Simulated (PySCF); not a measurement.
## Working out the ionisation energy of Fe⁺

Fe⁺ [Ar] 3d6 4s1 (6D) → Fe²⁺ [Ar] 3d6 (5D). Calculation: PySCF 2.14, in aug-cc-pVDZ; no relativity, point nucleus. Frozen: [Ar]. Energies in hartree (1 hartree = 27.21139 eV):

```tsv
part	Fe⁺ (lower)	Fe²⁺ (upper)
UHF	-1262.217411	-1261.660801
MP2 opposite-spin	-0.046469	-0.040808
MP2 same-spin	-0.072640	-0.058516
```

Q: What does Hartree-Fock give?

A: (-1261.660801) − (-1262.217411) = 0.556610 hartree = 15.146 eV.

Q: What do MP2 and SCS-MP2 (6/5 opposite-spin, 1/3 same-spin) give?

A: The opposite-spin parts differ by 0.154 eV and the same-spin parts by 0.384 eV. MP2: 15.146 + (0.154) + (0.384) = 15.684 eV. SCS-MP2: 15.146 + 1.2 × (0.154) + (0.384)/3 = 15.459 eV.

Reference: 16.199 eV (measured; NIST Atomic Spectra Database, ionization energies), between the lowest levels; spin-orbit coupling is absent from the calculation.

The calculation is non-relativistic.

A double-zeta basis recovers only part of the correlation energy.

What remains against the reference includes basis incompleteness, the frozen core and correlation beyond second order.
